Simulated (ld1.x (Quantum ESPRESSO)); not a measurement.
# Reading a pseudo-wave (caesium (Cs))

Columns: radius, all-electron u(r) and pseudo u(r) of the 6s shell (level -2.41 eV) of caesium in the configuration [Kr] 4d10 5s2 5p6 5d0 6s0.5 6p0.5; PBE, scalar-relativistic, RRKJ scheme, ld1.x (Quantum ESPRESSO) 7.5.

```tsv
r (bohr)	all-electron	pseudo
0.210	0.0833	-0.0078
0.420	-0.0781	-0.0159
0.630	-0.1062	-0.0249
0.840	0.0238	-0.0352
1.050	0.1459	-0.0472
1.260	0.2033	-0.0616
1.470	0.1992	-0.0789
1.680	0.1527	-0.0997
1.890	0.0822	-0.1244
2.100	0.0017	-0.1533
2.310	-0.0793	-0.1862
2.520	-0.1550	-0.2225
2.730	-0.2226	-0.2610
2.940	-0.2807	-0.3001
3.150	-0.3294	-0.3377
3.360	-0.3690	-0.3719
3.570	-0.4004	-0.4011
3.780	-0.4243	-0.4244
3.990	-0.4415	-0.4415
4.200	-0.4530	-0.4530
4.410	-0.4597	-0.4597
4.620	-0.4623	-0.4623
4.830	-0.4618	-0.4618
5.040	-0.4587	-0.4587
5.250	-0.4534	-0.4534
5.460	-0.4462	-0.4462
```

Question: How many radial nodes do the two functions have?

Answer: The all-electron 6s function has n − l − 1 = 5 (the table is too coarse to show those close to the nucleus); the pseudo-wave has 0, since the states of the same l below it are removed with the core.

Question: At about which radius was the pseudo-wave matched?

Answer: 4.20 bohr. The columns agree to 0.0005 from 3.78 bohr on; several derivatives are matched, so the curves merge somewhat inside the radius.

Question: Where does each function peak?

Answer: Outermost all-electron maximum near 4.62 bohr, pseudo maximum near 4.62 bohr (to the table’s step).

Question: Is the pseudo-wave norm-conserving?

Answer: Yes: the RRKJ scheme keeps the norm inside the radius equal to the all-electron one, which fixes the energy derivative of the logarithmic derivative at the level.
